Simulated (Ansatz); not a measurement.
Input and output for Cu(PH3)(OH) (CuPOH₄).

```yaml
crystal:
  periodic: [false, false, false]
  atoms:
    - {symbol: Cu, position_ang: [-0.030562, 0.052261, -0.950342]}
    - {symbol: P, position_ang: [-0.060547, 0.078288, 1.203233]}
    - {symbol: H, position_ang: [-0.770439, -0.914153, 1.908138]}
    - {symbol: H, position_ang: [-0.593772, 1.204891, 1.860317]}
    - {symbol: H, position_ang: [1.152493, -0.007994, 1.914608]}
    - {symbol: O, position_ang: [-0.078251, 0.150640, -2.742916]}
    - {symbol: H, position_ang: [0.381088, -0.563942, -3.193027]}
basis:
  gaussian: {orbitals: aug-cc-pVDZ}
hamiltonian: {xc: {name: SVWN5}}
scf: {omitted_lower_state_checks: [starts]}
output: {forces: true}
```

```sh
$ ansatz run in.yaml --threads 4 --pin off --events-out ev --progress --plain --max-ram 3916MiB
```

Output, abridged:

```
Functional definition: SVWN5
1333 factors; their error is unknown
mean field evaluation 1: about -55909.4550 eV, gradient 7.7e1 eV
mean field evaluation 2: about -55247.7881 eV, gradient 6.9e2 eV
mean field evaluation 4: about -55914.3708 eV, gradient 7.1e1 eV
mean field evaluation 8: about -55919.8711 eV, gradient 8.1e-1 eV
mean field evaluation 16: about -55919.8579 eV, gradient 1.4e-3 eV
mean field -55919.85791431 eV, -2055.0168745099 hartree, gradient 2.7e-5 eV, S^2 0.000000; 0 other end points of the search recorded, 0 dependent functions left out
reference -55919.85798370 eV, -2055.0168770600 hartree; 28, 28 occupied and 117, 117 virtual orbitals, 1333 factors
Total energy: -55919.85798370 eV, -2055.0168770600 hartree
Atom 0 at    -0.030562     0.052261    -0.950342 Å, force    -0.023134     0.042481    -0.289506 eV/Å
Atom 1 at    -0.060547     0.078288     1.203233 Å, force     0.021407    -0.022081    -1.571344 eV/Å
Atom 2 at    -0.770439    -0.914153     1.908138 Å, force    -0.310201    -0.436693     0.313638 eV/Å
Atom 3 at    -0.593772     1.204891     1.860317 Å, force    -0.233061     0.490395     0.291792 eV/Å
Atom 4 at     1.152493    -0.007994     1.914608 Å, force     0.531968    -0.040755     0.315527 eV/Å
Atom 5 at    -0.078251     0.150640    -2.742916 Å, force    -0.316956     0.480003     1.206908 eV/Å
Atom 6 at     0.381088    -0.563942    -3.193027 Å, force     0.329978    -0.513351    -0.267014 eV/Å
Dipole moment:     0.113045    -0.189325     1.186038 e Å
Checks for a lower state left out: starts
```

Run time 1.2 s (4 threads of Intel Xeon on a shared host).
